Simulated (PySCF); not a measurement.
Working out the ionisation energy of Cu

Cu [Ar] 3d10 4s1 (2S) → Cu⁺ [Ar] 3d10 (1S). Calculation: PySCF 2.14, in x2c-TZVPPall with one added diffuse shell each of s, p, d, f type (7s6p5d3f1g, 80 functions); scalar relativity by spin-free X2C-1e. Frozen: [Ne]. Energies in hartree (1 hartree = 27.21139 eV):

| part | Cu (lower) | Cu⁺ (upper) |
| --- | --- | --- |
| UHF | -1653.132780 | -1652.890309 |
| MP2 opposite-spin | -0.557492 | -0.533498 |
| MP2 same-spin | -0.292875 | -0.275172 |

What does Hartree-Fock give?

(-1652.890309) − (-1653.132780) = 0.242471 hartree = 6.598 eV.

What do MP2 and SCS-MP2 (6/5 opposite-spin, 1/3 same-spin) give?

The opposite-spin parts differ by 0.653 eV and the same-spin parts by 0.482 eV. MP2: 6.598 + (0.653) + (0.482) = 7.733 eV. SCS-MP2: 6.598 + 1.2 × (0.653) + (0.482)/3 = 7.542 eV.

Measured between the centres of the two terms (NIST): 7.726 eV, so MP2 (valence and next inner shell) is off by 0.007 eV.

What remains against the reference includes basis incompleteness, the frozen core and correlation beyond second order.
